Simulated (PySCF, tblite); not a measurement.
Isomers of C3H6FSi2 (doublet state). Method: GFN2-xTB as coded in tblite; computed harmonic values from a numerical Hessian at the method's own geometry, unscaled. This tight-binding method is rough: wavenumbers can miss measured ones by several per cent, in bad cases by 10 to 20. Modes of hydrogen on silicon can be 10 to 20 % off. One conformer each. Open shells enter through the occupations alone, without spin polarisation, and single modes of such species can be off by tens of per cent.

Electronic energies: B3LYP/pcH-1 single points on the GFN2-xTB geometries (PySCF, gas phase).

| SMILES | electronic energy, lowest = 0 (kJ/mol) |
| --- | --- |
| C#C[SiH2][C](F)[SiH3] | 2.7 |
| C#C[SiH][C@@H](F)[SiH3] | 0.0 |
| C#C[SiH2][C@H](F)[SiH2] | 4.1 |

Task: How do GFN2-xTB zero-point energies change the relative energies?

Result: 
```tsv
SMILES	ZPE (kJ/mol)	of it from modes above 1550 cm⁻¹	electronic (kJ/mol)	with ZPE, lowest = 0 (kJ/mol)	lowest mode (cm⁻¹)	rings
C#C[SiH][C@@H](F)[SiH3]	179.2	104.6	0.0	5.9	27	0
C#C[SiH2][C](F)[SiH3]	170.6	100.4	2.7	0.0	14i	0
C#C[SiH2][C@H](F)[SiH2]	179.1	105.0	4.1	9.9	35	0
```

The zero-point energies span 8.6 kJ/mol, from `C#C[SiH2][C](F)[SiH3]` to `C#C[SiH][C@@H](F)[SiH3]`. Slightly imaginary modes are left out of the zero-point energy: `C#C[SiH2][C](F)[SiH3]` 14.3i cm⁻¹. With it `C#C[SiH2][C](F)[SiH3]` becomes the lowest.

Task: And how do the electronic energies of GFN2-xTB itself compare?

Result: `C#C[SiH][C@@H](F)[SiH3]` 0.0; `C#C[SiH2][C](F)[SiH3]` 14.9; `C#C[SiH2][C@H](F)[SiH2]` 9.4 kJ/mol, lowest = 0. Against the energies above, taken from the same isomer `C#C[SiH][C@@H](F)[SiH3]`, the largest difference is 12.2 kJ/mol.
